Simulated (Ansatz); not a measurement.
`[NH2][Ti]([NH2])([NH2])[Cl]`, charge 0, multiplicity 1.

Give a relaxed structure at PBE0-D4/def2-TZVP (the Gaussian-basis code of Ansatz). (Estimate.)

The calculation gave: 
Cartesian coordinates in Å:
```
N -0.855 -0.583 1.417
Ti 0.214 0.346 0.193
N 1.410 -0.894 -0.539
N -0.907 0.909 -1.195
Cl 1.279 2.065 1.154
H -0.544 -0.815 2.351
H -1.835 -0.796 1.306
H 2.227 -0.621 -1.070
H 1.423 -1.886 -0.355
H -1.506 1.721 -1.122
H -0.906 0.554 -2.140
```
Point group C3.
This is one stationary point; other conformers may exist.
